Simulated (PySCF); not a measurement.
Isomers of C6H9NSi. Method used: PySCF, PBE0-D3(BJ)/def2-SVP geometry optimisation, gas phase. One conformer each; no zero-point energy, no entropy. No frequencies were run at this level. Point groups hold within 0.08 Å.

Question: Order them by energy at this level, lowest first, and give relative energies in kcal/mol.
A. `[SiH3:1][CH2:2][c:3]1[cH:4][cH:5][cH:6][cH:7][n:8]1` with Si1–C2–C3–C4 89°
B. `[N:1]#[C:2][CH2:3][C@@H:4]1[CH:5]=[CH:6][CH2:7][SiH2:8]1` with C2–C3–C4–C5 -60°
C. `[N:1]#[C:2][Si@@H:3]1[CH2:4][C@H:5]1[CH:6]1[CH2:7][CH2:8]1` with C4–C5–C6–C7 -98°
D. `[SiH3:1][CH2:2][c:3]1[cH:4][cH:5][n:6][cH:7][cH:8]1` with Si1–C2–C3–C4 87°

Answer: A (0.0), D (1.3), B (20.9), C (49.1).

As drawn, the lowest has an aromatic ring, which the highest lacks; the highest has a three-membered ring and a C≡N group, which the lowest lacks. Neighbours under 2.5 kcal/mol apart ([SiH3]Cc1ccccn1 and [SiH3]Cc1ccncc1) can change places with a better method, another conformer or zero-point energy.

```csv
SMILES,E (Eh),E rel (kcal/mol),dipole (D),point group,"A, B, C (MHz)"
[SiH3]Cc1ccccn1,-577.54671,0.0,1.87,C1,"4025, 1032, 929.2"
[SiH3]Cc1ccncc1,-577.54466,1.3,2.55,near Cs,"4090, 997.8, 905.7"
N#CC[C@@H]1C=CC[SiH2]1,-577.51335,20.9,4.02,C1,"3772, 1036, 858.7"
N#C[Si@@H]1C[C@H]1C1CC1,-577.46849,49.1,3.84,C1,"4283, 822.4, 769.0"
```

Q: How do the relative energies change in single points at PBE0/pcSseg-1 (no added dispersion term) on the same geometries?

A: 
```csv
SMILES,PBE0-D3(BJ)/def2-SVP (kcal/mol),PBE0/pcSseg-1 (kcal/mol),shift
[SiH3]Cc1ccccn1,0.0,0.0,0.0
[SiH3]Cc1ccncc1,1.3,1.3,0.0
N#CC[C@@H]1C=CC[SiH2]1,20.9,17.5,-3.4
N#C[Si@@H]1C[C@H]1C1CC1,49.1,44.8,-4.3
```

Each column counts from its own lowest isomer. The order is unchanged; the largest shift is 4.3 kcal/mol.

Q: As an exercise, what shares would exp(−E/RT) give at 1000 K from these electronic energies alone (no entropy, no degeneracies)?

A: RT = 1.987 kcal/mol: [SiH3]Cc1ccccn1 65.6 %, [SiH3]Cc1ccncc1 34.4 %, N#CC[C@@H]1C=CC[SiH2]1 under 0.1 %, N#C[Si@@H]1C[C@H]1C1CC1 under 0.1 %.
